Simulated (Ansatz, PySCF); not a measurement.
Reaction R1 → P1, each structure at its B3LYP-D3(BJ)/def2-TZVP stationary point, reached from a drawn start; harmonic modes at that level show minima.
R1, CH3O (SMILES C[O]) (charge 0, multiplicity 2):
```xyz
5

C     -0.0385    -0.0395     0.0000
O     -0.0290     1.3230     0.0000
H      1.0283    -0.3400     0.0000
H     -0.4804    -0.4718     0.9088
H     -0.4804    -0.4718    -0.9088
```
P1, CH3O (SMILES [CH2]O) (charge 0, multiplicity 2):
```xyz
5

C     -0.44989     0.01649     0.07709
O      0.79330    -0.54414     0.03243
H     -1.24845    -0.68259    -0.11486
H     -0.55913     1.07198    -0.13598
H      1.46427     0.13826     0.14132
```

Quantity: the reaction energy.

P less R. No zero-point or thermal terms; open shells are unrestricted.

Cores are frozen in the correlated methods. CBS: X⁻³ extrapolation of the correlation energy, Hartree–Fock from the larger set.

Codes used: Ansatz (Gaussian orbitals); PySCF for the D3/D4 terms. Each number belongs to the level named beside it.

Costs are ratios of core time to PBE/def2-TZVPPD (roughly 9 s), for whole runs (searches for the state included, and forces where a run took them) on one shared machine, so rough; each difference counts from -9.74 kcal/mol (CCSD(T)/CBS(aug-cc-pVTZ, aug-cc-pVQZ), a level with limits of its own).

A star marks coupled-cluster runs past 200 virtual orbitals, where the program's memory plan changes under this machine's limit, so their costs aren't comparable with smaller runs.

```tsv
level	basis functions	cost	difference (kcal/mol)
SVWN5/def2-TZVPPD	128	×0.5	-2.63
BHLYP-D3(BJ)/def2-TZVPPD	128	×0.9	4.78
B3LYP-D3(BJ)/def2-TZVPPD	128	×0.9	2.55
revPBE-D3(BJ)/def2-TZVPPD	128	×1	2.28
PBE/def2-TZVPPD	128	×1	1.25
CAM-B3LYP/def2-TZVPPD	128	×1	1.64
CAM-B3LYP-D3(BJ)/def2-TZVPPD	128	×1	1.62
CCSD(T)/aug-cc-pVDZ	73	×1	2.10
r2SCAN/def2-TZVPPD	128	×2	1.77
r2SCAN-D3(BJ)/def2-TZVPPD	128	×2	1.77
CCSD(T)/aug-cc-pVTZ	161	×10	1.03
CCSD(T)/aug-cc-pVQZ	298	×900*	0.36
```

The cheapest listed level whose difference stays within 1.00 kcal/mol: CCSD(T)/aug-cc-pVQZ (0.36 kcal/mol, cost ×900).

With a budget of 30 times the cost of PBE/def2-TZVPPD, the closest level: CCSD(T)/aug-cc-pVTZ, at 1.03 kcal/mol; next is PBE/def2-TZVPPD at 1.25 kcal/mol.

What the step from CCSD(T)/aug-cc-pVDZ to CCSD(T)/aug-cc-pVTZ costs and buys: 73 to 161 functions, cost ×8 (rough); the difference goes from 2.10 to 1.03 kcal/mol.

Ansatz is a first-principles code.
